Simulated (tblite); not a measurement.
CH₆B₂F₂Si.
Numbering: `[BH2:1][BH:2][SiH2:3][CH:4]([F:5])[F:6]` (hydrogens: H7, H8 on B1; H9 on B2; H10, H11 on Si3; H12 on C4)

Computed with GFN2-xTB (tblite), gas phase: L-BFGS steps from a force-field or distance-geometry start until the largest atomic force falls under 0.01 eV/Å.

Step 39: E = -511.7626 eV
```
atom  x, y, z in Å  |  force x, y, z in eV/Å
B1      2.5717    0.0540    0.0090   -0.113  -0.114   0.025
B2      1.1152    0.1472    0.6842    0.022   0.081  -0.117
Si3    -0.5102    0.6639   -0.3061    0.074  -0.082  -0.055
C4     -1.9648   -0.6343   -0.1428   -0.039  -0.018   0.006
F5     -2.4412   -0.6510    1.1384    0.077  -0.008  -0.038
F6     -1.5456   -1.9079   -0.3981    0.072  -0.040   0.004
H7      3.2454    1.0031   -0.1550   -0.020  -0.017   0.028
H8      3.0612   -0.9516   -0.3586   -0.049   0.085  -0.007
H9      0.9509    0.0282    1.8393   -0.001  -0.031   0.066
H10    -0.4349    0.8703   -1.7707   -0.043  -0.045   0.085
H11    -1.2132    1.8384    0.2277   -0.005   0.148   0.008
H12    -2.8334   -0.4608   -0.7933    0.023   0.042  -0.004
```

Step 40: E = -511.7661 eV
```
atom  x, y, z in Å  |  force x, y, z in eV/Å
B1      2.5669    0.0581    0.0150   -0.127  -0.126  -0.011
B2      1.1157    0.1569    0.6962   -0.017   0.076  -0.118
Si3    -0.5048    0.6698   -0.3083    0.028  -0.086  -0.013
C4     -1.9558   -0.6362   -0.1381   -0.031  -0.004  -0.006
F5     -2.4305   -0.6603    1.1445    0.089   0.007  -0.080
F6     -1.5391   -1.9095   -0.4009    0.076  -0.015   0.007
H7      3.2553    0.9954   -0.1432    0.006   0.006   0.024
H8      3.0256   -0.9503   -0.3822   -0.023   0.075   0.005
H9      0.9488    0.0205    1.8490   -0.020  -0.021   0.055
H10    -0.4335    0.8656   -1.7754   -0.026  -0.055   0.102
H11    -1.2237    1.8459    0.2065    0.023   0.118   0.007
H12    -2.8237   -0.4564   -0.7892    0.025   0.025   0.029
```

Step 41: E = -511.7691 eV
```
atom  x, y, z in Å  |  force x, y, z in eV/Å
B1      2.5609    0.0591    0.0210   -0.102  -0.079  -0.057
B2      1.1154    0.1673    0.7046   -0.063   0.043  -0.070
Si3    -0.5011    0.6735   -0.3092   -0.032  -0.047   0.035
C4     -1.9490   -0.6390   -0.1353    0.010   0.015  -0.025
F5     -2.4185   -0.6672    1.1485    0.075   0.007  -0.087
F6     -1.5334   -1.9123   -0.4040    0.067   0.018   0.009
H7      3.2638    0.9862   -0.1299    0.015   0.018   0.026
H8      2.9954   -0.9462   -0.4047    0.002   0.028   0.009
H9      0.9480    0.0168    1.8567   -0.035  -0.008   0.028
H10    -0.4339    0.8591   -1.7766   -0.009  -0.056   0.082
H11    -1.2304    1.8551    0.1893    0.056   0.058  -0.004
H12    -2.8160   -0.4530   -0.7864    0.018   0.002   0.053
```

**Question.** Estimate the geometry and energy of step 42. (The exact step hangs on the optimiser's Hessian estimate; all steps are aligned on step 41, rigid shifts and turns removed.)

**Answer.** E = -511.7711 eV, largest force 0.106 eV/Å
```
atom  x, y, z in Å  |  force x, y, z in eV/Å
B1      2.5557    0.0582    0.0240   -0.064  -0.011  -0.084
B2      1.1138    0.1752    0.7084   -0.082   0.000  -0.013
Si3    -0.5007    0.6745   -0.3085   -0.060   0.005   0.056
C4     -1.9453   -0.6414   -0.1352    0.051   0.028  -0.034
F5     -2.4089   -0.6702    1.1494    0.043  -0.002  -0.058
F6     -1.5295   -1.9147   -0.4063    0.055   0.040   0.005
H7      3.2697    0.9791   -0.1191    0.005   0.014   0.030
H8      2.9776   -0.9419   -0.4202    0.016  -0.024   0.007
H9      0.9476    0.0170    1.8608   -0.042   0.003   0.003
H10    -0.4346    0.8527   -1.7748    0.001  -0.049   0.044
H11    -1.2321    1.8625    0.1801    0.070   0.011  -0.012
H12    -2.8122   -0.4515   -0.7847    0.007  -0.017   0.057
```

The energy changes by -0.0019 eV. The first-order estimate −F·Δx gives -0.0027 eV and the mean of the old and new forces, exact on a quadratic surface, -0.0019 eV. The step makes an angle of 74° with the force vector and moves no atom by more than 0.024 Å.

The cost below is that of the whole relaxation. Time: 0.61 s of wall time. Hardware: one thread of an Arm Neoverse V1, no GPU, shared host with 64 logical CPUs at a one-minute load of 39.
